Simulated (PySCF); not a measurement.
Q: Write Cartesian coordinates for InChI=1S/C3H3F3OS/c4-3(5,6)7-1-2-8/h1-2,8H/p-1/b2-1- as optimised with GFN2-xTB. (Charge -1.)

A: 
```xyz
10
C3H2F3OS angstrom
F      2.465   -0.866   -0.728
C      1.333   -0.691   -0.019
F      1.194   -1.873    0.677
F      1.644    0.195    0.949
O      0.344   -0.411   -0.789
C     -0.892   -0.126   -0.089
C     -1.457    1.096   -0.087
S     -0.937    2.515   -0.828
H     -1.285   -0.987    0.434
H     -2.400    1.153    0.459
```

Any rigid rotation of these coordinates is as good. Atoms count from 1 in this order. C7 (alkene CH carbon) is planar (angles 129.4°, 116.3° and 114.2°, sum 360.0°, 0.01 Å off the plane of its three neighbours). The C–F distances run from 1.348 Å (F1–C2, drawn single) to 1.379 Å (C2–F3, drawn single), a spread of 0.031 Å. The 2 C–O bonds span 1.284 Å (C2–O5, drawn single) to 1.449 Å (O5–C6, drawn single), a spread of 0.165 Å. Of the pairs four or more bonds apart, F3···H9 is among the closest relative to their van der Waals radii: 2.64 Å, 99 % of the sum of Bondi's values.

Bonds between heavy atoms (Å): F1–C2 1.348, C2–F3 1.379, C2–F4 1.349, C2–O5 1.284, O5–C6 1.449, C6=C7 1.347, C7–S8 1.683.

Computed geometry: GFN2-xTB, gas phase.

Point group: C1 (no symmetry element, even within 0.4 Å). Not checked by GFN2-xTB frequencies. Torsions: C2–O5–C6–C7 113°.

One conformer stands for the species.
